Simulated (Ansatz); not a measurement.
`BC(F)F` + `C1N[SiH2]1` → `BN1C[SiH2]1` + `FCF`  (ligand exchange at a B–C bond)

Isolated molecules relaxed with PBE0-D4/def2-TZVP in Ansatz; ΔE leaves out vibrations. CCSD(T)/CBS adds triple-zeta CCSD(T) − MP2 to the extrapolated MP2 energy (def2 sets, frozen cores). This one scheme is used for every species.

```csv
species,CCSD(T)/CBS(def2) energy (Eh)
`BC(F)F`,-264.18920
`C1N[SiH2]1`,-384.79623
`BN1C[SiH2]1`,-410.22230
`FCF`,-238.82660
```

Problem. Work out ΔE.

Solution. ΔE = (-410.22230) + (-238.82660) − (-264.18920) − (-384.79623) = -0.06347 Eh = -166.6 kJ/mol.

Largest T1 diagnostic among the species: 0.014.

In def2-TZVPP, CCSD(T) changes the Hartree–Fock value by −3.4 kJ/mol (the triples alone add −1.5 kJ/mol) and MP2 by −9.0 kJ/mol. Leaving LDA and LC-ωPBE aside and taking each functional with its dispersion term where it has one, the values, not all of them listed here, spread over 8.6 kJ/mol, from BHLYP-D4 to ωB97X-V. LDA lies −8.5 kJ/mol from PBE without D4. At CCSD(T), def2-SVP lies −15.8 kJ/mol from the extrapolated value and def2-TZVPP −2.8 kJ/mol.
